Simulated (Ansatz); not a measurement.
A nudged elastic band was laid between two geometries of F4HSi + H4N (11 atoms, charge 0, multiplicity 1).

Level of theory: Ansatz 0.2.0, RKS B3LYP-D4/def2-SVP.

```yaml
movable_images: 5
climbing_image: from the first iteration
spring: 5.0 eV/Å²
optimiser: lbfgs
start_path: through a guess of the saddle point
force_threshold: 0.05 eV/Å
iteration_limit: 60
end_points: relaxed
```

Image 0:

```xyz
11
Properties=species:S:1:pos:R:3
Si -1.482 0.055 0.175
H -2.507 -0.919 0.585
F -0.797 0.169 -1.338
F -2.518 1.311 -0.058
F -0.475 0.902 1.193
H 2.641 -0.353 -0.255
N 1.672 -0.039 -0.203
H 0.905 -0.800 0.119
F -0.299 -1.335 0.427
H 1.544 0.729 0.467
H 1.315 0.280 -1.112
```

Image 6:

```xyz
11
Properties=species:S:1:pos:R:3
Si -0.735 1.201 0.104
H 0.041 -2.488 -1.466
F -1.780 0.165 -0.509
F -1.021 1.471 1.651
F -0.947 2.601 -0.650
H 0.645 -0.864 0.971
N 0.850 0.556 -0.069
H 0.020 -2.322 -0.722
F 0.229 -1.587 1.420
H 1.629 1.137 0.239
H 1.068 0.131 -0.970
```

Task: Which bonds break or form, and what moves?

Result: Bonds broken: Si1–H2, Si1–F9, H6–N7, N7–H8. Bonds formed: Si1–N7, H2–H8, H6–F9. F4HSi + H4N becomes F3H2NSi + FH + H2.

Task: What energy profile does the band end with?

Result: It did not converge within its limit. The highest image is number 3 of 0 to 6, 1.01 eV above the first end and 0.67 eV above the last; the last end lies 0.34 eV above the first. The band didn't meet its force threshold, so its energies are provisional: the largest band force was still 0.15 eV/Å, and over the last iterations the top stayed at 1.01 eV. Neighbouring images lie up to 1.7 Å apart, so the band is torn or far too coarse. The orbitals stay closed-shell, which can raise the energy where a bond breaks towards radicals; this wasn't checked here.

```csv
image,path coordinate (Å),energy (eV),Si1–H2 (Å),Si1–F9 (Å),H6–N7 (Å)
0,0.00,0.00,1.47,1.84,1.02
1,1.69,0.38,1.45,3.17,1.02
2,3.39,0.79,1.46,3.71,1.02
3,5.11,1.01,1.53,3.48,1.03
4,6.79,0.48,2.75,3.85,1.75
5,8.50,0.40,3.32,3.66,1.78
6,10.20,0.34,4.08,3.23,1.77
```

Run time: 13 min on 2 threads of Arm Neoverse V1 (shared host), peak memory 0.26 GiB.
